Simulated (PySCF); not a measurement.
## Static response to an electric field

Species: C5H4ClF3.
Atom-mapped SMILES: `[F:1][C:2]1=[CH:3][CH2:4][C@@H:5]([F:6])[C@:7]1([F:8])[Cl:9]` (hydrogens: H10 on C3; H11, H12 on C4; H13 on C5)

Cartesian coordinates in Å at the GFN2-xTB level; atoms count from 1:
```
atom  x, y, z in Å
F1    -0.015    2.537   -0.775
C2     0.100    1.256   -0.439
C3     1.141    0.464   -0.648
C4     0.877   -0.923   -0.149
C5    -0.407   -0.785    0.683
F6    -0.077   -0.643    2.005
C7    -1.055    0.529    0.191
F8    -1.677    1.205    1.181
Cl9   -2.292    0.161   -1.066
H10    2.066    0.751   -1.113
H11    0.732   -1.615   -0.981
H12    1.690   -1.296    0.475
H13   -1.087   -1.639    0.620
```

Level: CAM-B3LYP/def2-SVPD (PySCF), static field, nuclei fixed, core orbitals frozen in the response. The polarisability tensor in these axes (au):

```
x   80.52 -4.68  2.09
y   -4.68 68.97 -1.40
z    2.09 -1.40 63.92
```

Question: Give the principal values, the mean and the anisotropy Δα = √{½[(α1 − α2)² + (α2 − α3)² + (α1 − α3)²]}.

Answer: Principal values 63.50, 67.41 and 82.49 au; mean 71.14 au = 10.54 Å³ = 11.73 × 10⁻⁴⁰ C²·m²/J; Δα = 17.37 au (24 % of the mean).

Question: What is the dipole moment, and where does it point?

Answer: (2.26, -2.35, -1.53) D, 3.60 D in size, pointing from the negative to the positive side. Measured along this direction, the outermost atoms are F8 at the negative end and H11 at the positive end.

Question: Find the Langevin capture rate constant for H3+ (3.023 u) meeting this molecule (155.995 u), k = 2.342 × 10⁻⁹ cm³/s × √(α in Å³ / reduced mass in u).

Answer: The reduced mass is 2.97 u, so k = 4.42 × 10⁻⁹ cm³/s. The formula leaves out the permanent dipole, which adds to the capture rate.

Question: Orientational against electronic polarisability at 250 K (dilute gas, rigid molecules)?

Answer: In Gaussian units μ²/3kT = 125.34 Å³ against 10.54 Å³, a ratio of 11.89; the Debye molar polarisation (4π/3)N_A(α + μ²/3kT) is 342.8 cm³/mol, leaving out the vibrational part.

Question: What depolarisation ratio follows for Rayleigh scattering of linearly polarised light, taking the static tensor?

Answer: ρ = 3Δα²/(45ᾱ² + 4Δα²) = 905.0/(227710 + 1206.6) = 0.00395.

Question: Molar refractivity from α?

Answer: Lorentz–Lorenz: R = (4π/3)N_A α = 2.5225 cm³/(mol·Å³) × 10.54 Å³ = 26.6 cm³/mol, in the limit of long wavelengths.

The structure is a single GFN2-xTB conformer in the gas phase; no vibrational or solvent corrections.
